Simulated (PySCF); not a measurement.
PySCF input for dibromo(fluoro)methane (CHBr2F), SMILES FC(Br)Br, TDA-PBE/def2-SVPD. Geometry: PBE0-D3(BJ)/def2-SVP.

```python
import numpy as np
from pyscf import gto, scf, dft, tdscf

mol = gto.M(
    atom='''
    F    -0.21438076    1.84780295    0.00000001
    C     0.41614237    0.67657244    0.00000000
    Br   -0.02957897   -0.30734726    1.60050284
    Br   -0.02957897   -0.30734725   -1.60050284
    H     1.50310049    0.82464664    0.00000001
    ''',
    basis='def2-SVPD',
    charge=0,
    spin=0,
    symmetry=True,
    max_memory=1600,
    verbose=4,
)
mf = dft.RKS(mol, xc='pbe').density_fit(auxbasis='def2-universal-jkfit')
mf.grids.level = 3
mf.conv_tol = 1e-9
mf.max_cycle = 100
mf.kernel()
mf.grids = dft.Grids(mol).set(level=1).build(with_non0tab=True)  # coarser grid for the response kernel
td = tdscf.TDA(mf)
td.singlet = True
td.nstates = 10
td.conv_tol = 1e-4
td.positive_eig_threshold = 1e-6
td.kernel(x0=td.get_init_guess(mf, 15))
td.analyze()
tt = tdscf.TDA(mf)
tt.singlet = False
tt.nstates = 4
tt.conv_tol = 1e-4
tt.positive_eig_threshold = 1e-6
tt.kernel(x0=tt.get_init_guess(mf, 9))
tt.analyze(verbose=3)
```

Program output:

```
PySCF version 2.14.0

[INPUT] verbose = 4
[INPUT] num. atoms = 5
[INPUT] num. electrons = 86
[INPUT] charge = 0
[INPUT] spin (= nelec alpha-beta = 2S) = 0
[INPUT] symmetry True subgroup None
[INPUT] Mole.unit = angstrom
[INPUT] Symbol           X                Y                Z      unit          X                Y                Z       unit  Magmom
[INPUT]  1 F     -0.214380760000   1.847802950000   0.000000010000 AA   -0.405120922776   3.491841507663   0.000000018897 Bohr   0.0
[INPUT]  2 C      0.416142370000   0.676572440000   0.000000000000 AA    0.786395108127   1.278536615029   0.000000000000 Bohr   0.0
[INPUT]  3 Br    -0.029578970000  -0.307347260000   1.600502840000 AA   -0.055896152347  -0.580802146535   3.024512029189 Bohr   0.0
[INPUT]  4 Br    -0.029578970000  -0.307347250000  -1.600502840000 AA   -0.055896152347  -0.580802127638  -3.024512029189 Bohr   0.0
[INPUT]  5 H      1.503100490000   0.824646640000   0.000000010000 AA    2.840448263800   1.558356299143   0.000000018897 Bohr   0.0

nuclear repulsion = 483.158063320065
point group symmetry = Cs
symmetry origin: [-6.59206793e-10 -4.39471276e-10  2.19735598e-09]
symmetry axis x: [1.00000000e+00 5.32090392e-10 2.42866454e-11]
symmetry axis y: [ 5.32090392e-10 -1.00000000e+00 -2.78342102e-09]
symmetry axis z: [-2.42866439e-11 -2.78342103e-09  1.00000000e+00]
num. orbitals of irrep A' = 77
num. orbitals of irrep A" = 56
number of shells = 51
number of NR pGTOs = 239
number of NR cGTOs = 133
basis = def2-SVPD
ecp = {}


[settings echo left out]
init E= -5283.46316294657
HOMO (A") = -0.283117240623867  LUMO (A') = -0.0803829033055266  gap/eV = 5.51668
cycle= 1 E= -5285.18139238861  delta_E= -1.72  |g|= 0.497  |ddm|= 2.85
HOMO (A") = -0.261051853562871  LUMO (A') = -0.121374149853544  gap/eV = 3.80082
cycle= 2 E= -5285.0275921234  delta_E= 0.154  |g|= 1.02  |ddm|= 1.14
HOMO (A") = -0.257829873967851  LUMO (A') = -0.0829875309090822  gap/eV = 4.75770
cycle= 3 E= -5285.22125749608  delta_E= -0.194  |g|= 0.117  |ddm|= 0.834
HOMO (A") = -0.261480971254271  LUMO (A') = -0.0893496595407002  gap/eV = 4.68393
cycle= 4 E= -5285.22320689647  delta_E= -0.00195  |g|= 0.0273  |ddm|= 0.111
HOMO (A") = -0.262617447208191  LUMO (A') = -0.088401320793535  gap/eV = 4.74066
cycle= 5 E= -5285.2233144365  delta_E= -0.000108  |g|= 0.0187  |ddm|= 0.0484
HOMO (A") = -0.262447152128884  LUMO (A') = -0.0888538844764288  gap/eV = 4.72371
cycle= 6 E= -5285.22339301747  delta_E= -7.86e-05  |g|= 0.00206  |ddm|= 0.0178
HOMO (A") = -0.262324553194197  LUMO (A') = -0.0887221842229207  gap/eV = 4.72396
cycle= 7 E= -5285.22339423293  delta_E= -1.22e-06  |g|= 0.000417  |ddm|= 0.00333
HOMO (A") = -0.262304453745801  LUMO (A') = -0.0887067080735671  gap/eV = 4.72384
cycle= 8 E= -5285.2233942824  delta_E= -4.95e-08  |g|= 8.17e-05  |ddm|= 0.000569
HOMO (A") = -0.262315457731294  LUMO (A') = -0.0887179953426642  gap/eV = 4.72383
cycle= 9 E= -5285.22339428405  delta_E= -1.66e-09  |g|= 1.6e-05  |ddm|= 0.000142
HOMO (A") = -0.262313028440208  LUMO (A') = -0.0887163547263889  gap/eV = 4.72381
cycle= 10 E= -5285.22339428414  delta_E= -8.28e-11  |g|= 4.13e-06  |ddm|= 3.21e-05
HOMO (A") = -0.262313764171483  LUMO (A') = -0.0887168383766848  gap/eV = 4.72381
Extra cycle  E= -5285.22339428411  delta_E= 2.55e-11  |g|= 5.32e-06  |ddm|= 1.19e-05
converged SCF energy = -5285.22339428411
tot grids = 27616
Overwritten attributes  positive_eig_threshold  of <class 'pyscf.tdscf.rks.TDA'>


******** <class 'pyscf.tdscf.rks.TDA'> for <class 'pyscf.df.df_jk.DFSymAdaptedRKS'> ********
nstates = 10 singlet
deg_eia_thresh = 1.000e-03
wfnsym = None
conv_tol = 0.0001
eigh lindep = 1e-12
eigh level_shift = 0
eigh max_cycle = 100


Excitation energies (eV)
[5.05851695 5.33134511 5.35123154 5.78396831 6.15543952 6.45241133
 6.50713314 6.95424064 7.04855767 7.38991517]

** Singlet excitation energies and oscillator strengths **
Excited State   1:   A"      5.05852 eV    245.10 nm  f=0.0225
      42 -> 44       -0.19145
      43 -> 44        0.67289
Excited State   2:   A"      5.33135 eV    232.56 nm  f=0.0190
      42 -> 44        0.67187
      43 -> 44        0.18828
Excited State   3:   A'      5.35123 eV    231.69 nm  f=0.0011
      41 -> 44       -0.69223
      42 -> 45        0.10807
Excited State   4:   A'      5.78397 eV    214.36 nm  f=0.0009
      40 -> 44       -0.58681
      43 -> 45        0.38273
Excited State   5:   A'      6.15544 eV    201.42 nm  f=0.0016
      40 -> 44       -0.35381
      42 -> 45       -0.13584
      43 -> 45       -0.58333
Excited State   6:   A'      6.45241 eV    192.15 nm  f=0.0016
      40 -> 44        0.15071
      42 -> 45       -0.67620
Excited State   7:   A"      6.50713 eV    190.54 nm  f=0.0162
      39 -> 44       -0.15603
      41 -> 45        0.68083
Excited State   8:   A"      6.95424 eV    178.29 nm  f=0.0126
      39 -> 44       -0.15490
      40 -> 45        0.65028
      43 -> 46       -0.20435
Excited State   9:   A"      7.04856 eV    175.90 nm  f=0.0346
      40 -> 45       -0.20523
      43 -> 46       -0.67421
Excited State  10:   A"      7.38992 eV    167.77 nm  f=0.0084
      39 -> 44       -0.18920
      42 -> 46       -0.68035

** Transition electric dipole moments (AU) **
state          X           Y           Z        Dip. S.      Osc.
  1         0.0000     -0.0000      0.4265      0.1819      0.0225
  2         0.0000     -0.0000      0.3813      0.1454      0.0190
  3         0.0044     -0.0930     -0.0000      0.0087      0.0011
  4         0.0035      0.0800     -0.0000      0.0064      0.0009
  5        -0.0698     -0.0761     -0.0000      0.0107      0.0016
  6        -0.0897      0.0423      0.0000      0.0098      0.0016
  7        -0.0000      0.0000     -0.3191      0.1018      0.0162
  8         0.0000     -0.0000     -0.2723      0.0741      0.0126
  9         0.0000      0.0000     -0.4478      0.2006      0.0346
 10         0.0000     -0.0000     -0.2150      0.0462      0.0084

** Transition velocity dipole moments (imaginary part, AU) **
state          X           Y           Z        Dip. S.      Osc.
  1         0.0000      0.0000      0.0519      0.0027      0.0097
  2         0.0000      0.0000      0.0314      0.0010      0.0034
  3        -0.0596     -0.0096      0.0000      0.0036      0.0123
  4         0.0005     -0.0116      0.0000      0.0001      0.0004
  5        -0.0394     -0.0792      0.0000      0.0078      0.0231
  6        -0.0917      0.0462      0.0000      0.0105      0.0297
  7         0.0000      0.0000     -0.0184      0.0003      0.0009
  8        -0.0000      0.0000     -0.0258      0.0007      0.0017
  9         0.0000     -0.0000     -0.1112      0.0124      0.0319
 10        -0.0000      0.0000     -0.0613      0.0038      0.0092

** Transition magnetic dipole moments (imaginary part, AU) **
state          X           Y           Z
  1        -0.9803      0.1555      0.0000
  2        -0.1155      0.6572     -0.0000
  3         0.0000      0.0000     -0.0814
  4        -0.0000      0.0000     -0.0220
  5        -0.0000      0.0000      0.0959
  6         0.0000      0.0000     -0.4066
  7         0.4157     -0.3265     -0.0000
  8         0.0181     -0.1528     -0.0000
  9        -0.5860      0.3940      0.0000
 10         0.3198      0.7485     -0.0000


******** <class 'pyscf.tdscf.rks.TDA'> for <class 'pyscf.df.df_jk.DFSymAdaptedRKS'> ********
nstates = 4 triplet
deg_eia_thresh = 1.000e-03
wfnsym = None
conv_tol = 0.0001
eigh lindep = 1e-12
eigh level_shift = 0
eigh max_cycle = 100


Excitation energies (eV)
[4.47188891 4.85726003 4.89537922 5.36996836]

** Triplet excitation energies and oscillator strengths **
Excited State   1:   A"      4.47189 eV    277.25 nm  f=0.0000
Excited State   2:   A"      4.85726 eV    255.26 nm  f=0.0000
Excited State   3:   A'      4.89538 eV    253.27 nm  f=0.0000
Excited State   4:   A'      5.36997 eV    230.88 nm  f=0.0000
```

Self-consistency was reached.

Cost: very roughly 30 core-seconds.
